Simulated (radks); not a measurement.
Values are calculated unless marked as measured or tabulated.
Question: Radial electron density D(r) = 4 pi r^2 rho(r) of an atom or ion with 33 electrons. Code: a radial shooting solver on a logarithmic mesh with Libxc functionals. Model: Dirac Kohn-Sham, PBE, spin-unpolarised, spherical densities, finite nucleus; Fermi nuclear charge, rms radius of each element as measured or else 0.836 A^(1/3) + 0.57 fm.

```
   r/bohr * D(r) (the largest magnitude, 49.5, reaches the edge; | marks zero)
  0.00379 |    *
 0.004342 |     *
 0.004974 |       *
 0.005653 |        *
 0.006477 |          *
 0.007421 |             *
 0.008502 |                *
  0.00974 |                   *
  0.01116 |                       *
  0.01268 |                           *
  0.01453 |                               *
  0.01665 |                                   *
  0.01907 |                                       *
  0.02185 |                                          *
  0.02503 |                                            *
  0.02868 |                                              *
   0.0326 |                                              *
  0.03735 |                                             *
  0.04279 |                                           *
  0.04902 |                                        *
  0.05616 |                                      *
  0.06434 |                                     *
  0.07313 |                                      *
  0.08378 |                                         *
  0.09599 |                                             *
     0.11 |                                                  *
    0.126 |                                                     *
   0.1444 |                                                      *
   0.1641 |                                                   *
    0.188 |                                             *
   0.2153 |                                      *
   0.2467 |                                *
   0.2827 |                            *
   0.3238 |                             *
   0.3681 |                                *
   0.4217 |                                   *
   0.4831 |                                    *
   0.5535 |                                 *
   0.6341 |                            *
   0.7265 |                     *
   0.8323 |              *
    0.946 |         *
    1.084 |      *
    1.242 |    *
    1.423 |   *
     1.63 |   *
    1.867 |  *
    2.122 |  *
    2.431 | *
    2.786 |*
    3.192 |*
    3.656 *
    4.189 *
    4.761 *
    5.455 *
    6.249 *
     7.16 *
```

What is the nuclear charge?

Answer: Z = 34. The innermost maximum, from 1s, lies near gamma/Z bohr with gamma = sqrt(1 - (Z/c)^2) = 0.969, here 0.0285 bohr (found: 0.0308), and its height grows with Z. The density is that of the selenium ion Se+ in [Ar] 3d10 4s2 4p(1/2: 2, 3/2: 1); the configuration itself is not fixed sharply by these data, and Z only to about a unit. D(r) has 3 maxima, at r = 0.0308, 0.139, 0.472 bohr, and minima at 0.0649, 0.297 bohr, inside which lie 2.09, 10.97 electrons.
